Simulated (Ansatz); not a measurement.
H₄O₃Sn (`[OH][SnH]([OH])[OH]`) at its PBE0-D4/def2-TZVP geometry, where that method's forces vanish. Charge 0, multiplicity 1. Sn takes the def2 core potential.

```tsv
atom	x (Å)	y (Å)	z (Å)
O1	-1.3927	-0.6243	0.9859
Sn2	-0.3046	0.4239	-0.2522
O3	0.4259	-0.8279	-1.5616
O4	1.2108	1.1104	0.7717
H5	-1.3299	-1.5668	0.8090
H6	-1.1930	1.6621	-0.9832
H7	1.3709	-0.9577	-1.4438
H8	1.2125	0.7802	1.6742
```

(1) For each bond, give half the difference of the two atoms' forces along it (eV/Å; positive pushes the atoms apart) under PBE-D4, r2SCAN-D4, B3LYP-D4, ωB97M-V in def2-TZVPP. (Best estimate.)

Answers

(1) Ansatz gave: 
```tsv
bond	length (Å)	PBE-D4	r2SCAN-D4	B3LYP-D4	ωB97M-V
O1–Sn2	1.953	0.30	0.10	0.22	0.03
O1–H5	0.961	0.38	0.03	-0.03	-0.05
Sn2–O3	1.953	0.30	0.10	0.22	0.03
Sn2–O4	1.953	0.30	0.10	0.22	0.03
Sn2–H6	1.690	-0.06	-0.05	-0.14	-0.15
O3–H7	0.961	0.38	0.03	-0.03	-0.05
O4–H8	0.961	0.38	0.03	-0.03	-0.05
```

B3LYP here is the variant with VWN-RPA as its local correlation; programs differ in this.
